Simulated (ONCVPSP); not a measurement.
## u(r) = r·R(r): atom against pseudo-atom (beryllium)

Columns: radius, all-electron u(r) and pseudo u(r) of the 2s shell (level -5.61 eV) of beryllium in the configuration [He] 2s2; PBE, scalar-relativistic, ONCV scheme, ONCVPSP 4.0.1.

| r (bohr) | all-electron | pseudo |
| --- | --- | --- |
| 0.070 | -0.1557 | 0.0153 |
| 0.140 | -0.2310 | 0.0315 |
| 0.210 | -0.2529 | 0.0493 |
| 0.280 | -0.2393 | 0.0690 |
| 0.350 | -0.2031 | 0.0907 |
| 0.420 | -0.1525 | 0.1141 |
| 0.490 | -0.0938 | 0.1390 |
| 0.560 | -0.0310 | 0.1649 |
| 0.630 | 0.0328 | 0.1916 |
| 0.700 | 0.0958 | 0.2191 |
| 0.770 | 0.1566 | 0.2476 |
| 0.840 | 0.2143 | 0.2774 |
| 0.910 | 0.2682 | 0.3088 |
| 0.980 | 0.3180 | 0.3418 |
| 1.050 | 0.3636 | 0.3761 |
| 1.120 | 0.4054 | 0.4109 |
| 1.190 | 0.4434 | 0.4454 |
| 1.260 | 0.4777 | 0.4782 |
| 1.330 | 0.5083 | 0.5083 |
| 1.400 | 0.5351 | 0.5351 |
| 1.470 | 0.5584 | 0.5584 |
| 1.540 | 0.5782 | 0.5782 |
| 1.610 | 0.5948 | 0.5948 |
| 1.680 | 0.6084 | 0.6084 |
| 1.750 | 0.6191 | 0.6191 |
| 1.820 | 0.6272 | 0.6272 |

How many radial nodes do the two functions have?

The all-electron 2s function has n − l − 1 = 1; the pseudo-wave has 0, since the states of the same l below it are removed with the core.

At about which radius was the pseudo-wave matched?

1.40 bohr, where the columns begin to agree (steps of 0.07 bohr).

Is the pseudo-wave norm-conserving?

Yes: the ONCV scheme keeps the norm inside the radius equal to the all-electron one, which fixes the energy derivative of the logarithmic derivative at the level.
